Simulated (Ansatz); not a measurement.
Ansatz (a first-principles code) input (PBE/def2-TZVPD):

Ansatz 0.2 input:
```yaml
crystal:
  periodic: [false, false, false]
  atoms:
    - {symbol: C, position_ang: [-2.12565267, -0.30058535, -0.08880920]}
    - {symbol: In, position_ang: [-0.00992723, -0.00162571, -0.00115092]}
    - {symbol: F, position_ang: [1.36666043, -1.39175195, 0.07052766]}
    - {symbol: F, position_ang: [0.92717282, 1.71705060, 0.02713883]}
    - {symbol: H, position_ang: [-2.32387470, -1.25613424, -0.56658204]}
    - {symbol: H, position_ang: [-2.56976909, 0.51583691, -0.65193232]}
    - {symbol: H, position_ang: [-2.51050551, -0.30421861, 0.92876597]}
basis:
  gaussian:
    orbitals: def2-TZVPD
hamiltonian:
  xc: {name: PBE}
total_charge: 1
magnetization: {spin_polarized: true, initial_magnetization: 1}
```

End of the output:

```
integrals: 0.11 GiB planned
1152 factors; their error is unknown
0.30 GiB of the device are held for the grids
1.02 GiB of device memory are held for the factors and their scratch space
mean field: 0.94 GiB planned
mean field evaluation 1: about -11654.8526 eV, gradient 8.8e1 eV
mean field evaluation 2: about -11302.9659 eV, gradient 2.6e2 eV
mean field evaluation 4: about -11663.6225 eV, gradient 6.0e1 eV
mean field evaluation 8: about -11680.6705 eV, gradient 5.1e0 eV
mean field evaluation 16: about -11680.7597 eV, gradient 7.0e-2 eV
mean field evaluation 32: about -11678.5895 eV, gradient 1.6e1 eV
mean field evaluation 64: about -11680.0119 eV, gradient 5.0e0 eV
mean field -11680.75968561 eV, -429.2600009429 hartree, gradient 2.9e-5 eV, S^2 0.755057; 8 other end points of the search recorded, 0 dependent functions left out
reference -11680.75973981 eV, -429.2600029346 hartree; 24, 23 occupied and 176, 177 virtual orbitals, 1152 factors
Total energy: -11680.75973981 eV, -429.2600029346 hartree
```

This state (charge 1, doublet) is run at the relaxed geometry of the species with charge 0 and multiplicity 1.
